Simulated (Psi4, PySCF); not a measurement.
Here is a job for Psi4.
```
memory 2 GB

molecule mol {
0 2
Cl    2.177078   -0.591861   -0.072876
C     0.500236   -0.172433   -0.017056
C    -0.488838   -1.110944    0.005753
C    -1.818750   -0.828699    0.049594
C    -2.194145    0.514788    0.072750
C    -1.219601    1.496674    0.050765
C     0.124006    1.170977    0.006126
H    -2.564645   -1.608234    0.066182
H    -3.241350    0.775637    0.107601
H    -1.508291    2.537416    0.068637
H     0.886510    1.934632   -0.011115
}

set {
  basis 6-31g*
  reference uks
  scf_type pk
  puream true
  d_convergence 1e-8
  dft_radial_points 99
  dft_spherical_points 590
}

energy('revpbe')
print_variables()
```

**Question.** Give the equivalent PySCF input.

**Answer.** One answer among several that fit: 
```python
from pyscf import gto, scf, dft

mol = gto.Mole()
mol.atom = '''
    Cl    2.177078   -0.591861   -0.072876
    C     0.500236   -0.172433   -0.017056
    C    -0.488838   -1.110944    0.005753
    C    -1.818750   -0.828699    0.049594
    C    -2.194145    0.514788    0.072750
    C    -1.219601    1.496674    0.050765
    C     0.124006    1.170977    0.006126
    H    -2.564645   -1.608234    0.066182
    H    -3.241350    0.775637    0.107601
    H    -1.508291    2.537416    0.068637
    H     0.886510    1.934632   -0.011115
'''
mol.basis = '6-31g*'
mol.charge = 0
mol.spin = 1
mol.verbose = 4
mol.build()

mf = dft.UKS(mol)
mf.xc = 'revpbe'
mf.grids.atom_grid = (99, 590)
mf.grids.prune = None
mf.kernel()
```

Both were run: Psi4 gave -690.988661 Eh and PySCF -690.988661 Eh, 0.001 mEh apart.
